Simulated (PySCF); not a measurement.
H₃O₄Si, SMILES [O][Si](O)(O)O (connectivity only; charge and spin as stated), charge -1, multiplicity 1. Coordinates come from a B3LYP-D3(BJ)/def2-SVPD optimisation. The multiplicity is an assumed one; other spin states were not compared. The isomer is the one that the SMILES or the coordinates give; other isomers of the formula were not compared. Other conformers were not sampled.

These are B3LYP-D3(BJ)/def2-SVPD run with PySCF values and carry that method's errors.

Harmonic wavenumbers (cm⁻¹): 113, 114, 166, 302, 302, 348, 376, 376, 696, 788, 788, 892, 892, 917, 1105, 3888, 3888, 3888. Rotational constants (GHz): 3.919, 3.899, 3.899; symmetry number 3.

Question: Work out the zero-point energy and the ideal-gas rigid-rotor harmonic-oscillator thermochemistry at 298.15 K and 1 atm.

Answer: ZPE = ½ Σ hcν = ½ × 19838 cm⁻¹ = 118.66 kJ/mol. H − E(el) = 140.03 kJ/mol. Entropy in J/(mol K): translation 165.55, rotation 100.04, vibration 67.85, total 333.44. G − E(el) = 40.62 kJ/mol. Cp = 107.22 J/(mol K). Modes under 150 cm⁻¹ make the vibrational entropy uncertain.
